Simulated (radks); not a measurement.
Results of a calculation; reference values are marked as such.
Excited configurations of S II: one electron is placed in a higher orbital outside [Ne] 3s2 3p2. The ground configuration is [Ne] 3s2 3p3. Code: a radial shooting solver on a logarithmic mesh with Libxc functionals. Model: Dirac Kohn-Sham, PBEsol, spin-unpolarised, spherical densities, finite nucleus; open shells fill j = l - 1/2 first; Fermi nuclear charge, rms radius 3.2611 fm. Excitation = E - E(ground); binding = E(ion) - E, where the ion is the core of charge +2; n* = 2/sqrt(2 binding) in atomic units, and the quantum defect is n - n*.

outer orbital,excitation (eV),binding (eV),eigenvalue (eV),<r> (bohr)
3d3/2,13.212,8.974,-5.400,3.040
4s1/2,12.671,9.515,-7.370,4.412
4p1/2,14.831,7.355,-5.604,5.265
4f5/2,18.713,3.474,-2.469,8.756
5f5/2,19.850,2.336,-1.773,14.96
6p1/2,19.608,2.578,-2.060,16.00
6d3/2,20.210,1.976,-1.568,20.11
7s1/2,20.186,2.000,-1.627,21.24
7f5/2,20.940,1.246,-0.996,31.42

The Delta-SCF ionisation energy is 22.186 eV (NIST Atomic Spectra Database: 23.338 eV, measured). Self-interaction in the functional shifts the binding energies and quantum defects, so they are the method's values and not measured ones. Spin polarisation and multiplet splitting are left out, so open shells lie too high by an amount that depends on their filling.

Beside tabulated values, note that spin-unpolarised runs miss the spin-polarisation part of the exchange energy of open shells.
